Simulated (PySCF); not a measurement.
C3H6OSi. Atoms are numbered in the order given.

```xyz
11

C      0.3068    -2.4677     0.0000
C      0.7188    -1.1959     0.0000
C     -0.2740    -0.0740     0.0000
O     -1.4737    -0.2820     0.0000
Si     0.2874     1.7760     0.0000
H     -0.7666    -2.6855     0.0000
H      1.0095    -3.3062     0.0000
H      1.7833    -0.9371     0.0000
H      1.7749     1.9033     0.0000
H     -0.2726     2.4212    -1.2189
H     -0.2726     2.4212     1.2189
```
Charge 0, spin multiplicity 1.

Geometry optimised at ωB97X-D3(BJ)/def2-SVP. The values are those of a single conformer.

All values below come from HF/pcSseg-1 in PySCF.

GIAO shieldings, no solvent; atoms listed in one row are averaged. δ = σ(ref) − σ: ¹³C against TMS (σ = 192.6 ppm); ¹⁷O against H2O (σ = 333.0 ppm); ²⁹Si against TMS (σ = 393.8 ppm); ¹H against TMS (σ = 31.99 ppm), references at their B3LYP-D3(BJ)/def2-TZVP geometries, non-relativistic.

Computed chemical shifts:
```tsv
nucleus	atoms	count	δ (ppm)
¹³C	C3	1	232.1
¹³C	C1	1	140.6
¹³C	C2	1	140.1
¹⁷O	O4	1	801.6
²⁹Si	Si5	1	-74.2
¹H	H6	1	7.35
¹H	H8	1	7.16
¹H	H7	1	6.35
¹H	H9, H10, H11	3	4.14
```
